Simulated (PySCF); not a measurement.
C2H5NO2Si, SMILES C1[Si@@H](O)OCN=1. Atoms are numbered in the order given.

```xyz
11

O      1.8505     0.3621     1.1065
Si     0.5376     0.7175     0.1632
C     -1.1516     0.1715     0.8130
N     -1.6819    -0.6971     0.0387
C     -0.8726    -1.0005    -1.1278
O      0.3452    -0.2868    -1.1617
H      1.9521    -0.5463     1.4094
H      0.7231     2.1386    -0.1936
H     -1.7055     0.4598     1.7184
H     -0.6743    -2.0867    -1.1340
H     -1.4688    -0.7594    -2.0248
```
Charge 0, spin multiplicity 1.

Geometry: ωB97X-D3(BJ)/def2-SVP. The structure was generated by enumeration; whether it is a known compound was not checked. The values are those of a single conformer.

Level of theory: B3LYP/def2-TZVP in PySCF.

ESP charges are fitted to the potential on shells at 1.4 to 2.0 van der Waals radii. Atomic charges (e):

```tsv
atom	Löwdin	ESP fit
O1	-0.11	-0.71
Si2	0.10	0.75
C3	-0.32	0.01
N4	[?]	-0.43
C5	[?]	0.15
O6	[?]	-0.44
H7	[?]	0.45
H8	-0.04	-0.09
H9	0.12	0.09
H10	[?]	0.11
H11	[?]	0.11
```

Q: Fill in the missing entries. (Estimate from the structure and the level; the computed values follow.)

A: 
- N4, Löwdin: 0.10
- C5, Löwdin: -0.36
- O6, Löwdin: 0.07
- H7, Löwdin: 0.18
- H10, Löwdin: 0.13
- H11, Löwdin: 0.13

Q: Give the Mayer and Wiberg (Löwdin basis) orders of the bonds. (An estimate is asked for; the answer gives what the named calculation found.)

A: 
| bond | Mayer | Wiberg |
|---|---|---|
| O1–Si2 | 1.21 | 1.69 |
| Si2–C3 | 0.93 | 1.04 |
| C3–N4 | 1.90 | 2.27 |
| N4–C5 | 1.01 | 1.37 |
| Si2–O6 | 1.11 | 1.46 |
| C5–O6 | 0.99 | 1.49 |
| O1–H7 | 0.88 | 1.02 |
| Si2–H8 | 0.95 | 0.91 |
| C3–H9 | 0.93 | 0.89 |
| C5–H10 | 0.95 | 0.88 |
| C5–H11 | 0.95 | 0.88 |
